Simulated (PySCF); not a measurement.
Species: C6H10S.
Numbering: `[SH:1][C@H:2]1[C@@H:3]2[CH2:4][CH2:5][C@H:6]1[CH2:7]2` (hydrogens: H8 on S1; H9 on C2; H10 on C3; H11, H12 on C4; H13, H14 on C5; H15 on C6; H16, H17 on C7)

Computed, not measured: PBE0-D3(BJ)/def2-SVP geometry optimisation, gas phase (PySCF 2.14.0).

(1) Give the optimised bond lengths and angles.

## Answers

(1) 
```json
{"bond": "S1–C2", "length (bohr)": "3.425", "order": "single"}
{"bond": "C2–C3, C2–C6", "length (bohr)": "2.931", "order": "single"}
{"bond": "C3–C4, C5–C6", "length (bohr)": "2.896", "order": "single"}
{"bond": "C4–C5", "length (bohr)": "2.940", "order": "single"}
{"bond": "C3–C7, C6–C7", "length (bohr)": "2.920", "order": "single"}
{"bond": "S1–H8", "length (bohr)": "2.552", "order": "single"}
{"bond": "C2–H9", "length (bohr)": "2.083", "order": "single"}
{"bond": "C3–H10, C6–H15", "length (bohr)": "2.077", "order": "single"}
{"bond": "C4–H11, C5–H13", "length (bohr)": "2.080", "order": "single"}
{"bond": "C4–H12, C5–H14", "length (bohr)": "2.080", "order": "single"}
{"bond": "C7–H16", "length (bohr)": "2.082", "order": "single"}
{"bond": "C7–H17", "length (bohr)": "2.073", "order": "single"}
```

Bonds in one row agree within 0.02 bohr and their mean is given. Orders are formal, as drawn. A selection of angles:
```json
{"angle": "C2–S1–H8", "degrees": "96.2"}
{"angle": "S1–C2–C3", "degrees": "113.0"}
{"angle": "S1–C2–C6", "degrees": "117.4"}
{"angle": "S1–C2–H9", "degrees": "109.3"}
{"angle": "C3–C2–C6", "degrees": "82.2"}
{"angle": "C3–C2–H9", "degrees": "116.2"}
{"angle": "C6–C2–H9", "degrees": "116.7"}
{"angle": "C2–C3–C4", "degrees": "100.7"}
{"angle": "C2–C3–C7", "degrees": "86.9"}
{"angle": "C2–C3–H10", "degrees": "121.4"}
{"angle": "C4–C3–C7", "degrees": "101.9"}
{"angle": "C4–C3–H10", "degrees": "117.6"}
{"angle": "C7–C3–H10", "degrees": "122.4"}
{"angle": "C3–C4–C5", "degrees": "99.1"}
{"angle": "C3–C4–H11", "degrees": "111.8"}
{"angle": "C3–C4–H12", "degrees": "112.3"}
{"angle": "C5–C4–H11", "degrees": "112.9"}
{"angle": "C5–C4–H12", "degrees": "112.9"}
{"angle": "H11–C4–H12", "degrees": "107.7"}
{"angle": "C6–C7–H16", "degrees": "117.8"}
{"angle": "C6–C7–H17", "degrees": "112.6"}
{"angle": "C3–C7–C6", "degrees": "82.6"}
{"angle": "H16–C7–H17", "degrees": "110.6"}
```

Torsions: S1–C2–C3–C4 -176° (antiperiplanar); C2–C3–C4–C5 -45° (synclinal); C3–C4–C5–C6 0° (synperiplanar); C4–C5–C6–C7 -44° (synclinal); C5–C6–C7–C3 66° (synclinal); S1–C2–C6–C5 180° (antiperiplanar); C2–C3–C7–C6 34° (synclinal); H8–S1–C2–C3 -164° (antiperiplanar).

The 4-membered ring C2–C3–C7–C6 has internal angles of 82.2° to 86.9°; it is puckered, 0.24 Å rms from its mean plane, widest ring torsion 34°. S1 (thiol sulfur) is bent (angle 96.2°). The 5-membered ring C3–C4–C5–C6–C7 has internal angles of 82.6° to 102.1°; it is puckered, 0.32 Å rms from its mean plane, widest ring torsion 66°. Of the pairs four or more bonds apart, S1···H17 is among the closest relative to their van der Waals radii: 2.69 Å, 90 % of the sum of Bondi's values. The 7 C–C bonds span 1.532 Å (C3–C4, drawn single) to 1.556 Å (C4–C5, drawn single), a spread of 0.024 Å. The 5-membered ring C2–C3–C4–C5–C6 has internal angles of 82.2° to 100.7°; it is puckered, 0.33 Å rms from its mean plane, widest ring torsion 68°.

Whether it is a minimum is left open (no frequencies). The numbers are those of one conformer (H–S1–C2–C3 -164°).

The run took about 60 s of CPU time (one thread, shared machine). These figures are those of the optimisation.
